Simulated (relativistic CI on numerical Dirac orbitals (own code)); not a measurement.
## d5 in a ligand field

Computed with a parametric ligand-field model of a d^n configuration (Racah B and C, spin-orbit zeta, crystal field), exact diagonalisation.

Field parameters in Wybourne normalisation: Td as Oh with Dq negative (B⁴₀ = 21Dq, B⁴₄ = √(5/14) B⁴₀). The field is a parameter set, without covalency.

B = 500 cm⁻¹, C = 2060 cm⁻¹ (C/B = 4.12), Td, no spin-orbit coupling. Tanabe-Sugano data, E/B above the lowest term (Δ = |10Dq|; b, c mark the second and third term of a kind):

```
 Δ/B   6A1    4T1    4T2  4T1(b)    2T2    2A2
 1.0  0.00  30.44  30.58   35.99  43.78  43.85
 2.8  0.00  29.53  30.43   36.83  42.52  43.17
 4.6  0.00  28.20  30.13   38.02  40.27  42.06
 6.4  0.00  26.68  29.64   39.32  37.47  40.70
 8.2  0.00  25.08  28.95   40.60  34.41  39.21
10.0  0.00  23.43  28.05   41.80  31.22  37.63
11.8  0.00  21.74  26.96   42.89  27.95  36.00
13.6  0.00  20.04  25.72   43.83  24.62  34.33
15.4  0.00  18.32  24.35   44.61  21.26  32.64
17.2  0.00  16.58  22.89   45.23  17.88  30.93
19.0  0.00  14.84  21.37   45.72  14.46  29.20
20.8  0.00  13.09  19.79   46.10  11.03  27.47
```

The ground term stays 6A1.
